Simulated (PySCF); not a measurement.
Cartesian coordinates in Å; atom numbers follow the order of the lines, from 1:
```xyz
18

C     3.392    0.598   -0.332
O     2.024    0.356   -0.191
Si    1.040   -0.543   -1.112
O    -0.455   -0.347   -0.516
C    -0.887   -0.555    0.796
C    -2.334   -0.128    0.853
O    -2.996   -0.179    1.861
Si   -2.940    0.481   -0.864
H     3.960   -0.333   -0.285
H     3.601    1.084   -1.288
H     3.704    1.253    0.482
H     1.461   -1.946   -1.052
H     0.861   -0.032   -2.460
H    -0.800   -1.613    1.074
H    -0.289    0.028    1.505
H    -4.349    0.831   -0.673
H    -2.821   -0.615   -1.821
H    -2.182    1.665   -1.252
```

[PySCF: geometry from GFN2-xTB; GIAO PBE0/pcSseg-1 shieldings; non-relativistic; one averaged value for each set of equivalent atoms; one computed conformer; gas phase]

Q: List the cross peaks expected in HSQC, COSY and HMBC spectra.

A: 

HSQC (one-bond C–H):
```
               δH         δC
   4.18 (H14/H15)  76.2 (C5)
3.92 (H9/H10/H11)  51.2 (C1)
```

HMBC (two and three bonds, from the bond graph):
```
                δH                     δC
    4.94 (H12/H13)   76.2 (C5), 51.2 (C1)
    4.18 (H14/H15)             253.9 (C6)
4.15 (H16/H17/H18)  253.9 (C6), 76.2 (C5)
```

No COSY cross peaks are expected.

References, each an isolated molecule treated in the same way: 1H (σref 31.72) and 13C (σref 186.93) vs TMS.

Shifts are as computed. Against solution values, carbons near 30 ppm lie about +3 ppm off and those near 130 ppm about +5 ppm. Of 1211 compounds with measured shifts, 218 miss one by over three times the rms of a fit or turn the order of signals round; such compounds aren't used in these exercises.
